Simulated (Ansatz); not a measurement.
Abstraction of Cl: CH3Cl + SnCl3 → CH3 + SnCl4

Species: CH3Cl (chloromethane) `CCl`, singlet; SnCl3 `[Cl][Sn]([Cl])[Cl]`, doublet; CH3 (methyl radical) `[CH3]`, doublet; SnCl4 (tin tetrachloride) `[Cl][Sn]([Cl])([Cl])[Cl]`, singlet. A radical takes Cl: the energy is the difference in strength between the C–Cl bond broken and the Sn–Cl bond made.

Shapes, held fixed at every level: PBE0-D4/def2-TZVP. Programs: Ansatz 0.2.0. Electronic energies: no zero-point or thermal term.

```
              level                   kind  ΔE (kJ/mol)  less CCSD(T)/def2-TZVPP
      HF/def2-TZVPP           Hartree–Fock        -29.0                    -35.2
   SPW92/def2-TZVPP                    LDA        +62.7                    +56.5
B3LYP-D4/def2-TZVPP          global hybrid        +26.1                    +19.9
BHLYP-D4/def2-TZVPP          global hybrid         +3.0                     -3.2
  B2PLYP/def2-TZVPP          double hybrid        +19.8                    +13.6
    CCSD/def2-TZVPP  coupled cluster or CI         +3.1                     -3.1
 CCSD(T)/def2-TZVPP  coupled cluster or CI         +6.2                      0.0
```

The highest level, CCSD(T)/def2-TZVPP, gives ΔE = +6.2 kJ/mol; the levels span -29.0 to +62.7. They disagree on the sign: 6 of 7 are positive. The column of differences is taken from that level and isn't an error. No measured value is set beside it here. Open shells run unrestricted unless RO is named. For atoms past krypton def2 sets carry core potentials with scalar relativity. Correlated rows may include outer-core shells of Sn, which these sets cover unevenly.
